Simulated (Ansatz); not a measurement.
C$_{8}$H$_{17}$NOSiTi, SMILES `C[N](C)[Ti]1234([CH3])([OH])[C@@H]5[C@H]1[C@H]2[C@@]3([SiH3])[C@@H]54`, relaxed with RKS PBE0-D4/def2-TZVP in Ansatz 0.2.0 from a GFN2-xTB geometry. The force threshold is 0.005 eV/Å; the program also tests the step.

Charge 0, multiplicity 1.

Start:

```xyz
29

C     0.912    2.433   -0.070
N     1.099    1.048    0.290
C     2.161    0.903    1.257
Ti    0.205   -0.347   -0.484
C     0.923   -0.076   -2.417
O     1.193   -1.709   -0.112
C    -1.933   -0.755   -1.492
C    -1.998    0.530   -0.904
C    -1.793    0.384    0.477
C    -1.602   -0.996    0.763
Si   -1.216   -1.739    2.429
C    -1.700   -1.689   -0.470
H     0.683    3.045    0.819
H     0.090    2.533   -0.786
H     1.824    2.849   -0.529
H     3.128    1.243    0.844
H     2.252   -0.146    1.554
H     1.957    1.506    2.158
H     0.396    0.742   -2.925
H     0.773   -0.987   -3.013
H     1.995    0.160   -2.443
H     2.086   -1.969   -0.355
H    -2.160   -0.984   -2.526
H    -2.288    1.443   -1.416
H    -1.886    1.169    1.221
H    -1.933   -0.965    3.457
H     0.216   -1.733    2.799
H    -1.699   -3.128    2.460
H    -1.682   -2.767   -0.586
```

Problem. By how much does the energy fall, and how many steps does the optimiser take? (An estimate is asked.)

Solution. Ansatz gave: 56.97 kJ/mol, in 38 steps, 1 of them rejected.

Problem. Which bonds change most? (An estimate is asked.)

Solution. The calculation gave: Ti4–O6 from 1.722 to 1.815 Å; Ti4–C10 from 2.290 to 2.365 Å; N2–Ti4 from 1.828 to 1.890 Å.

Problem. Give the relaxed structure. (Best estimate.)

Solution. Computed: 
```xyz
29

C     0.674    2.637    0.403
N     1.095    1.282    0.191
C     2.527    1.149    0.376
Ti    0.310   -0.355   -0.335
C     1.036   -0.477   -2.311
O     1.229   -1.703    0.460
C    -1.755   -0.513   -1.524
C    -1.781    0.706   -0.816
C    -1.750    0.411    0.559
C    -1.705   -0.998    0.723
Si   -1.613   -1.923    2.326
C    -1.714   -1.556   -0.582
H     0.932    2.981    1.415
H    -0.401    2.747    0.273
H     1.168    3.321   -0.303
H     3.077    1.763   -0.352
H     2.852    0.113    0.253
H     2.826    1.470    1.384
H     0.698    0.336   -2.958
H     0.794   -1.433   -2.785
H     2.126   -0.411   -2.213
H     1.034   -2.567    0.820
H    -1.748   -0.625   -2.597
H    -1.781    1.691   -1.260
H    -1.724    1.132    1.362
H    -2.970   -2.280    2.821
H    -0.935   -1.097    3.357
H    -0.858   -3.191    2.129
H    -1.644   -2.609   -0.815
```
